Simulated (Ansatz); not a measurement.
Consider the formal exchange of groups at a B–Si bond: `OB[SiH](F)[AlH2]` + `[CH3][AlH][SiH3]` → `[CH3][Al]([SiH3])[BH]O` + `F[SiH2][AlH2]`.

Calculated with Ansatz (gas phase, PBE0-D4/def2-TZVP geometries, no zero-point term in ΔE). CCSD(T)/CBS is the MP2 limit (def2-TZVPP, def2-QZVPP) plus CCSD(T) − MP2 in def2-TZVPP, frozen cores. DFT in def2-TZVPP. HSE06 is defined as in plane-wave codes. One conformer a species, not always the lowest.

```
             level  ΔE (kJ/mol)  difference from CCSD(T)/CBS
            PBE-D4         21.7                          3.4
         revPBE-D4         23.6                          5.3
           BLYP-D4         23.3                          5.0
         r2SCAN-D4         24.3                          6.0
           PBE0-D4         22.0                          3.7
        r2SCAN0-D4         23.7                          5.4
          HSE06-D4         22.0                          3.7
      CAM-B3LYP-D4         22.8                          4.5
           r2SCANh         24.1                          5.8
     HF/def2-TZVPP         24.6                          6.3
    MP2/def2-TZVPP         19.5                          1.2
   CCSD/def2-TZVPP         19.0                          0.7
CCSD(T)/def2-TZVPP         18.1                         -0.2
SCS-MP2/def2-QZVPP         18.8                          0.5
     MP2/CBS(def2)         19.7                          1.4
    CCSD/CBS(def2)         19.3                          1.0
       CCSD(T)/CBS         18.3                            0
```

Largest T1 diagnostic among the species: 0.014.

At CCSD(T), def2-SVP lies +6.3 kJ/mol from the extrapolated value and def2-TZVPP −0.2 kJ/mol. In def2-TZVPP, CCSD(T) changes the Hartree–Fock value by −6.5 kJ/mol (the triples alone add −1.0 kJ/mol) and MP2 by −5.1 kJ/mol.
